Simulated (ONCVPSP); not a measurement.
# What one change does to a pseudopotential (Mn (Z = 25), ONCV)

* Element: manganese
* Generator: ONCVPSP 4.0.1
* Type: optimised norm-conserving Vanderbilt (ONCV)
* Functional: PW91
* Relativity: fully relativistic
* Frozen core: [Ar]
* Valence charge: 7
* Reference configuration: 3d5 4s1.5 (charge +0.5)
* Partial waves: 4s: rc 2.45 bohr, ncon 4, nbas 9, qcut 3.4 1/bohr, 1 projector; p scattering state at 0.04 Ha: rc 2.00 bohr, ncon 4, nbas 7, qcut 3.5 1/bohr, 1 projector; 3d: rc 1.20 bohr, ncon 4, nbas 9, qcut 12.4 1/bohr, local
* Local potential: the d channel
* Core correction: Teter function, fcfact 1.75, rcfact 1.7

Open shells are filled in proportion to 2j + 1.

Change: s: nproj 3.

Cutoffs: the cutoffs (Ha) at which the residual kinetic energy of the hardest occupied pseudo-wave falls to 1 and 0.1 mHa per electron; they do not see the model core or the augmentation charge, which bear on the density cutoff. Errors are all-electron minus pseudo energies relative to the spin-unpolarised reference configuration.

Problem. Predict the effect on cutoff, ghosts and configuration errors.

Solution. The potential gets neither clearly harder nor softer (61 Ha and 68 Ha → 61 Ha and 68 Ha); both files keep a bound ghost (p, s); of the 4 tests that both files solve, the error grows in 1 and shrinks in 0 by more than 15 % and 0.3 meV (median size 6.2 → 6.8 meV); the range in which the s phases agree widens (upper end 0.5 → at the end of the scan).

```tsv
quantity	base	changed
cutoff, loose	61 Ha	61 Ha
cutoff, tight	68 Ha	68 Ha
bound ghosts	s, p3/2, p1/2	s, p3/2, p1/2
GHOST(+) flags under 300 eV	none	s at 228.1 eV
largest miss of a reference level, eV	0.07	0.07
error for 3d5 4s2, meV [ΔE -3.39 eV]	-3.8	-4.5
error for 3d5 4s1, meV [ΔE 5.09 eV]	-8.6	-9.2
error for 3d5 4s0, meV [ΔE 20.73 eV]	-165	-165
error for 3d5 4s0 4p2, meV [ΔE 4.58 eV]	-3.8	-3.9
s: phases at 2.49 bohr within 0.05 rad from the reference energy up to (Ha; the scan ends near 5)	0.5	to the end of the scan
p3/2: phases at 2.03 bohr within 0.05 rad from the reference energy up to (Ha; the scan ends near 5)	0.7	0.7
p1/2: phases at 2.03 bohr within 0.05 rad from the reference energy up to (Ha; the scan ends near 5)	0.8	0.8
d5/2: phases at 1.22 bohr within 0.05 rad from the reference energy up to (Ha; the scan ends near 5)	2.3	2.3
d3/2: phases at 1.22 bohr within 0.05 rad from the reference energy up to (Ha; the scan ends near 5)	2.3	2.3
rms error of d²Exc/dni dnj with the model core, mHa	11.31	11.31
```

Base: These tests converged, but a pseudo level misses the all-electron one widely, so the file describes the atom poorly there or has found another state: 3d5 4s0 4p2: empty 4s by 12.6 eV. Changed file: These tests converged, but a pseudo level misses the all-electron one widely, so the file describes the atom poorly there or has found another state: 3d5 4s0 4p2: empty 4s by 12.6 eV. A true bound ghost makes a file unfit for plane-wave use even where its test errors are small: the radial tests pick states by their node count and pass the ghost by.
